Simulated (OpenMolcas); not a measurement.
An atom or ion with 80 electrons was computed by MS-CASPT2, IPEA 0.25 Eh, imaginary shift 0.1 Eh with spin-orbit coupling (OpenMolcas, ANO-RCC-VTZP, DKH2). The lowest levels that the run gave, each within 12 % of the measured value where one is at hand:

```
J  Parity  E (cm-1)      g
0    even       0.0       
0     odd     50350       
1     odd     52940  1.486
2     odd     59970  1.501
1     odd     73980  1.015
0    even    123080
```

**Question.** Which ion is it, and what are the configurations and terms?

**Answer.** Tl+ (Z = 81, charge +1; active space 2 electrons in 8 orbitals (6s 6p 7s 7p)). J, parity and g give the terms where levels are pure, and mixed ones are named by the computed weights; the size of the splittings, set against known spectra of the 80-electron sequence, gives the charge. In order, with the measured energies in cm-1 (NIST Handbook of Basic Atomic Spectroscopic Data): 6s2 1S0, 6s 6p 3P* 0 (49451), 6s 6p 3P* 1 (52394), 6s 6p 3P* 2 (61728), 6s 6p 1P* 1 (75663), 6p2 3P0.

Over all roots computed the reference weight is 0.86 to 0.93; the roots of lowest weight are the least certain, and an intruder state may touch them. The run also gave levels led by 6s 7s, which use shells meant for correlation; these and all levels above them are left out. The ¹D term of p² mixes with s d, which this space lacks. Spin-orbit splittings of 6p shells tend to come out small when the coupling is added on scalar orbitals. Measured partners are found by configuration, term and J. A level has none where our copy of the source lacks it or the pairing is in doubt (some pairs that miss far off the trend of their configuration count as doubtful), and it then counts in no deviation. Levels of configurations outside the active space are missing.

* marks odd parity.
